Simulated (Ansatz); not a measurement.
Cost and result for the atomization energy of C2H5AlSn (`[SnH3][C]1=[CH][AlH]1`) (9 atoms, 9 bonds).

```xyz
9

Sn   -1.6500    0.2464   -0.2587
C     0.4282    0.0652    0.1407
C     1.2979   -0.9288   -0.2152
Al    2.1658    0.3929    0.7476
H    -2.2007   -1.1055   -1.1569
H    -2.5172    0.3377    1.2117
H    -1.9467    1.6745   -1.1502
H     1.0874   -1.8355   -0.7826
H     3.3352    1.1531    1.4636
```

Charge 0, multiplicity 1. Correlated methods include outer-core shells of Sn, which these sets cover unevenly. Sn: def2 effective core potential. The geometry is a stationary point of PBE0-D4/def2-TZVP. Program: Ansatz. All runs use 4 threads of a server CPU on a shared host. Times are those of one run each, without the atoms' runs, and a repeat can differ threefold. Electronic energies, without spin–orbit coupling; frozen cores. CCSD(T)/CBS adds CCSD(T) − MP2 in def2-TZVPP to the MP2 limit, and its time is that of the two runs behind it. T1 = 0.014. With those shells the extrapolation isn't a true limit. B3LYP takes the VWN-RPA correlation (the form of Gaussian; ORCA's B3LYP/G).

CCSD(T)/CBS is a level of theory with its own doubt, some kJ/mol a heavy atom from the limit and from the frozen cores, so smaller differences don't rank the functionals.

```json
{"level": "revPBE-D4/def2-TZVPP", "functions": "224", "wall time": "1.5 s"}
{"level": "PBE-D4/def2-TZVPP (with forces)", "functions": "224", "wall time": "1.9 s"}
{"level": "BHLYP-D4/def2-TZVPP", "functions": "224", "wall time": "2.2 s"}
{"level": "CAM-B3LYP-D4/def2-TZVPP", "functions": "224", "wall time": "2.5 s"}
{"level": "CCSD(T)/def2-SVP", "functions": "97", "wall time": "3 s"}
{"level": "B3LYP-D4/def2-TZVPP (with forces)", "functions": "224", "wall time": "3.4 s"}
{"level": "r2SCANh-D4/def2-TZVPP", "functions": "224", "wall time": "3.6 s"}
{"level": "B2PLYP/def2-TZVPP", "functions": "224", "wall time": "4.1 s"}
{"level": "B97M-V/def2-TZVPP", "functions": "224", "wall time": "6 s"}
{"level": "ωB97M-V/def2-TZVPP (with forces)", "functions": "224", "wall time": "8.5 s"}
{"level": "MP2/def2-QZVPP", "functions": "416", "wall time": "13 s"}
{"level": "CCSD(T)/def2-TZVPP", "functions": "224", "wall time": "74 s"}
{"level": "CCSD(T)/CBS(def2)", "functions": "–", "wall time": "87 s"}
```

Problem. What atomization energy does each give, and how far from CCSD(T)/CBS? (An estimate is asked.)

Solution. Computed: 
| level | atomization (kJ/mol) | difference from CCSD(T)/CBS | per bond |
| --- | --- | --- | --- |
| revPBE-D4/def2-TZVPP | 2714.6 | -46.2 | -5.1 |
| PBE-D4/def2-TZVPP (with forces) | 2783.1 | 22.3 | 2.5 |
| BHLYP-D4/def2-TZVPP | 2665.9 | -94.9 | -10.6 |
| CAM-B3LYP-D4/def2-TZVPP | 2746.6 | -14.2 | -1.6 |
| CCSD(T)/def2-SVP | 2594.3 | -166.5 | -18.5 |
| B3LYP-D4/def2-TZVPP (with forces) | 2732.3 | -28.5 | -3.2 |
| r2SCANh-D4/def2-TZVPP | 2742.5 | -18.3 | -2.0 |
| B2PLYP/def2-TZVPP | 2705.4 | -55.4 | -6.2 |
| B97M-V/def2-TZVPP | 2812.0 | 51.2 | 5.7 |
| ωB97M-V/def2-TZVPP (with forces) | 2752.8 | -8.0 | -0.9 |
| MP2/def2-QZVPP | 2747.8 | -13.0 | -1.4 |
| CCSD(T)/def2-TZVPP | 2688.7 | -72.1 | -8.0 |
| CCSD(T)/CBS(def2) | 2760.8 | 0.0 | 0.0 |

The D4 term adds +32.8 kJ/mol with B3LYP and +17.1 kJ/mol with PBE0; it sums over pairs of atoms, weighted by their polarisabilities, and B3LYP, whose exchange is more repulsive, gets the larger term. In def2-TZVPP, CCSD(T) changes the Hartree–Fock value by +738.8 kJ/mol (the triples alone add +52.9 kJ/mol) and MP2 by +754.9 kJ/mol; breaking electron pairs costs correlation energy, which Hartree–Fock lacks. From PBE to PBE0 (25 % exact exchange), in def2-TZVPP and without D4, the atomization energy moves by −36.5 kJ/mol: exact exchange takes away binding that semilocal exchange gives to molecules.

Spin–orbit coupling would lower the free Sn atoms strongly, and the atomization energy with them, by more than many differences here. For some Ge, Se and Sn compounds the MP2-based and the directly extrapolated limit differ by 10 to 25 kJ/mol.
